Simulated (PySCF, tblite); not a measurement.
Species: C6H11OPSi.
Atom-mapped SMILES: `[CH2:1]=[CH:2][C:3]1=[C:4]([SiH3:5])[CH2:6][P@H:7](=[O:8])[CH2:9]1` (hydrogens: H10, H11 on C1; H12 on C2; H13, H14, H15 on Si5; H16, H17 on C6; H18 on P7; H19, H20 on C9)

Geometry (GFN2-xTB, Å), atoms numbered from 1 in this order:
```xyz
20
C6H11OPSi angstrom
C     -2.410   -1.688   -0.318
C     -1.774   -0.524   -0.225
C     -0.344   -0.356   -0.080
C      0.267    0.844   -0.099
Si    -0.579    2.519   -0.271
C      1.765    0.801    0.012
P      2.090   -0.840    0.755
O      3.363   -1.514    0.491
C      0.547   -1.561    0.085
H     -3.479   -1.734   -0.434
H     -1.897   -2.635   -0.291
H     -2.339    0.398   -0.273
H     -1.237    2.619   -1.577
H     -1.558    2.694    0.805
H      0.457    3.547   -0.161
H      2.180    1.630    0.586
H      2.238    0.814   -0.977
H      1.811   -0.655    2.111
H      0.115   -2.320    0.738
H      0.779   -2.030   -0.878
```

Method: PBE0/pcSseg-1 in PySCF (dipole) on a GFN2-xTB geometry, gas phase.

Masses are those of the commonest isotopes; rigid-rotor values at the optimised geometry. The values belong to one conformer with, in the numbering `[CH2:1]=[CH:2][C:3]1=[C:4]([SiH3:5])[CH2:6][P@H:7](=[O:8])[CH2:9]1`, C1–C2–C3–C4 174°, C3–C4–C6–P7 -21°, C4–C6–P7–O8 153°, C6–P7–C9–C3 -26°, C2–C3–C9–P7 -162°.

(1) Give the principal moments of inertia and the rotational constants in GHz.

(2) Classify the top.

(3) What does the inertial defect say?

(4) Which types of transition are allowed, and where do some lines up to J = 2 fall?

(5) Estimate the classical rotational partition function at 10 K, 25 K and 100 K.

## Answers

(1) Ia = 329.18, Ib = 569.36, Ic = 870.37 u·Å²; 505379 MHz·u·Å²/I gives 1535, 887.6 and 580.6 MHz, that is A = 1.5353, B = 0.8876, C = 0.5806 GHz.

(2) An asymmetric top; Ray's κ = -0.357.

(3) Not planar: Δ = Ic − Ia − Ib = -28.17 u·Å². For a rigid frame Δ = −2 Σ m c², so Σ m c² = 14.08 u·Å² lies off the ab plane: 9.28 from hydrogen and 4.80 from heavier atoms. The atom farthest from that plane is 1.69 Å away.

(4) The dipole components are |μa| = 3.66 D, |μb| = 0.59 D, |μc| = 0.79 D. Intensities carry the squares of the components, which stand as 1.00 : 0.03 : 0.05 (a : b : c). Some lines, for components of 0.1 D or more:

```
type  branch         J(Ka,Kc)   MHz  lower level (cm⁻¹)
   a       Q  1(1,0) ← 1(1,1)   307               0.071
   c       Q  2(1,2) ← 2(0,2)   427               0.144
   c       Q  1(1,1) ← 1(0,1)   648               0.049
   a       Q  2(1,1) ← 2(1,2)   921               0.158
   b       Q  1(1,0) ← 1(0,1)   955               0.049
   b       Q  2(1,1) ← 2(0,2)  1348               0.144
   a       R  1(0,1) ← 0(0,0)  1468               0.000
   c       Q  2(2,1) ← 2(1,1)  1943               0.189
   b       Q  2(2,0) ← 2(1,1)  2029               0.189
   b       R  1(1,1) ← 0(0,0)  2116               0.000
   b       R  2(0,2) ← 1(1,1)  2203               0.071
   c       R  1(1,0) ← 0(0,0)  2423               0.000
   a       R  2(0,2) ← 1(0,1)  2851               0.049
   b       Q  2(2,1) ← 2(1,2)  2864               0.158
   a       R  2(1,1) ← 1(1,0)  3244               0.081
   b       R  2(1,2) ← 1(0,1)  3277               0.049
   c       R  2(1,1) ← 1(0,1)  4198               0.049
   c       R  2(2,0) ← 1(1,0)  5272               0.081
   b       R  2(2,0) ← 1(1,1)  5579               0.071
```

(5) Point group C1, symmetry number σ = 1; q = (√π/σ)·√((kT/h)³/(ABC)), k/h = 20836.6 MHz/K: 5990 at 10 K, 23700 at 25 K, 190000 at 100 K.

Its GFN2-xTB frequencies are all real (lowest 62 cm⁻¹). Zero-point vibration and centrifugal distortion are left out. A rigid rotor knows nothing of internal rotation, which can split or shift real lines.

Rough CPU time on one thread of a shared machine: about 2.8 min (grids of density and orbitals included). This is the PBE0/pcSseg-1 job that gave the dipole, with the shieldings it also computed.
